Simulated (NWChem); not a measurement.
# CdI₂; SMILES [I][Cd][I]

```xyz
3

Cd     0.0000     0.0000     0.0189
I      2.5932     0.0000     0.0187
I     -2.5932     0.0000     0.0187
```
Atoms are numbered in this order, from 1.

Level: PBE0/def2-SVP with def2 effective core potentials on Cd, I (NWChem), optimised geometry, unscaled harmonic frequencies. def2 effective core potentials on Cd, I; no spin-orbit coupling.

### Question
List the harmonic frequencies with IR intensities, and the thermochemistry.

### Answer
| frequency (cm⁻¹) | IR intensity (km/mol) |
|---|---|
| 53 | 3.2 |
| 150 | 0.0 |
| 269 | 35.3 |

```json
{
  "zero_point_energy": "0.7 kcal/mol",
  "thermal correction to the enthalpy at 298.15 K (with zero-point energy)": "4.3 kcal/mol",
  "heat capacity Cv": "11.6 cal/(mol K)",
  "entropy at 298.15 K and 1 atm (symmetry number 2)": "65.4 cal/(mol K)"
}
```

Rigid rotor and harmonic oscillator; modes under 100 cm⁻¹ make the entropy uncertain.
